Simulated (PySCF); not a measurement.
Below is a simulated gas-phase P 2p photoelectron spectrum of `[SiH3]P(P)P`.

Every computed line was given a Gaussian of 0.8 eV full width at half maximum and an area set by the number of equivalent atoms (split 2:1 within a doublet); the highest printed point is 100. Computed, not measured: delta-SCF UKS SCAN, pcX-2 on the ionised atom, pcseg-1 elsewhere, spin-free X2C in PySCF.

binding energy (eV), intensity and a bar:
```
    134.7          0 
    134.8          0 
    134.9          1 
    135.0          2 #
    135.1          4 #
    135.2          7 ##
    135.3         12 ###
    135.4         18 #####
    135.5         26 ########
    135.6         35 ##########
    135.7         44 #############
    135.8         53 ################
    135.9         63 ###################
    136.0         72 ######################
    136.1         81 ########################
    136.2         90 ###########################
    136.3         97 #############################
    136.4        100 ##############################
    136.5         99 ##############################
    136.6         93 ############################
    136.7         84 #########################
    136.8         73 ######################
    136.9         64 ###################
    137.0         57 #################
    137.1         53 ################
    137.2         49 ###############
    137.3         46 ##############
    137.4         41 ############
    137.5         35 ###########
    137.6         28 ########
    137.7         21 ######
    137.8         14 ####
    137.9          9 ###
    138.0          5 #
    138.1          3 #
    138.2          1 
    138.3          1 
    138.4          0 
    138.5          0
```

**Question.** How many maxima does the curve show, and how many computed lines lie under it?

**Answer.** The curve has 1 maximum (at 136.4 eV). Under it lie 4 lines from 2 inequivalent phosphorus sites, each drawn as a 2p3/2, 2p1/2 pair. At this width some lines have no maximum of their own.

**Question.** Decompose the envelope and assign each component. Numbering: `[SiH3:1][P:2]([PH2:3])[PH2:4]`.

**Answer.** 
```tsv
position (eV)	relative area	line	atoms	environment
135.83	0.67	P 2p3/2	P2	three-coordinate phosphorus
136.42	1.33	P 2p3/2	P3/P4	three-coordinate phosphorus
136.72	0.33	P 2p1/2	P2	three-coordinate phosphorus
137.31	0.67	P 2p1/2	P3/P4	three-coordinate phosphorus
```

**Question.** What are the centre and the root-mean-square width of the whole band?

**Answer.** The area-weighted mean of the lines is 136.52 eV. Their own spread about it is 0.50 eV (rms) and each Gaussian has σ = 0.8/2.355 = 0.34 eV; the variances add, which gives 0.61 eV.

Lowest listed P 2p3/2: P2, bonded to 2 P and Si. Highest, 0.59 eV above it: P3/P4, bonded to 2 H and P. Summing the Pauling electronegativity differences to the bonded atoms, each weighted by its formal bond order, gives -0.29 for the lowest site and +0.02 for the highest.

Shake-up satellites, vibrational structure and lifetime widths aren't simulated. Topologically equivalent atoms share the value of their first member; where this conformer doesn't relate them by symmetry, their own values could differ. Spin–orbit and ligand-field terms were added within each 2p shell after the spin-free SCF. 2p1/2 minus 2p3/2 (ligand field included): P 0.89 eV. Geometry: GFN2-xTB, one conformer, isolated molecule.

The values belong to the conformer `[SiH3:1][P:2]([PH2:3])[PH2:4]`: H–P3–P2–Si1 -81°, H–P3–P2–Si1 -173°, H–P4–P2–Si1 78°, H–P4–P2–Si1 171°.
